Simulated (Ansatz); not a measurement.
Reaction (substitution at a C–C bond): `O=CCOCF` + `N=C[SiH3]` → `O=C/N=C\[SiH3]` + `COCF`

Program: Ansatz. Geometries: PBE0-D4/def2-TZVP. ΔE: electronic, gas phase. CBS: MP2 limit from def2 TZ/QZ plus the TZ coupled-cluster correction, frozen cores. Functionals use def2-TZVPP. One conformer a species, not always the lowest.

CCSD(T)/CBS gives -4.5 kcal/mol.

**Question.** Another level gave -6.0 kcal/mol. Which?
A. PBE-D4/def2-TZVPP
B. HF/def2-TZVPP
C. PBE0-D4/def2-TZVPP
D. SCS-MP2/def2-TZVPP

**Answer.** C. PBE0-D4 -6.0, HF/def2-TZVPP -3.7, SCS-MP2/def2-TZVPP -4.9, PBE-D4 -7.1 kcal/mol.

Largest T1 diagnostic among the species: 0.017.

From PBE to PBE0 (25 % exact exchange), in def2-TZVPP and without D4, ΔE moves by +1.1 kcal/mol. In def2-TZVPP, CCSD(T) changes the Hartree–Fock value by −0.9 kcal/mol (the triples alone add −0.8 kcal/mol) and MP2 by −1.8 kcal/mol.
